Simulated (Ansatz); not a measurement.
CH3F2NSSi, SMILES `N=C(F)S[SiH2]F`, relaxed with RKS PBE-D4/def2-SVP in Ansatz from a rough embedded geometry. The force threshold is 0.03 eV/Å; the program also tests the step.

Total charge 0; spin multiplicity 1.

Start:

```xyz
9

N    -2.512   -0.242    0.791
C    -1.366   -0.068    0.163
F    -1.359    0.095   -1.178
S     0.105   -0.163    1.097
Si    1.539    0.133   -0.421
F     3.013    0.147    0.263
H    -2.293   -0.307    1.755
H     1.489   -1.033   -1.376
H     1.384    1.438   -1.094
```

```tsv
step	energy (eV)	largest force (eV/Å)	largest move (Å)
1	-26695.1056	4.059	0.000
2	-26695.3598	2.111	0.108
3	-26695.4432	1.345	0.099
4	-26695.4826	0.755	0.056
5	-26695.5113	0.224	0.087
6	-26695.5175	0.119	0.057
7	-26695.5183	0.152	0.015
8	-26695.5187	0.073	0.008
9	-26695.5189	0.009	0.005
```

End:

```xyz
9

N    -2.527   -0.206    0.707
C    -1.342   -0.103    0.299
F    -1.128    0.065   -1.038
S     0.200   -0.140    1.201
Si    1.549    0.135   -0.499
F     3.028    0.129    0.198
H    -2.583   -0.328    1.726
H     1.467   -1.017   -1.447
H     1.336    1.465   -1.148
```

Hardware: 4 threads of an INTEL XEON PLATINUM 8581C on a shared host. Wall time 9.5 s, peak host memory 0.2 GiB.
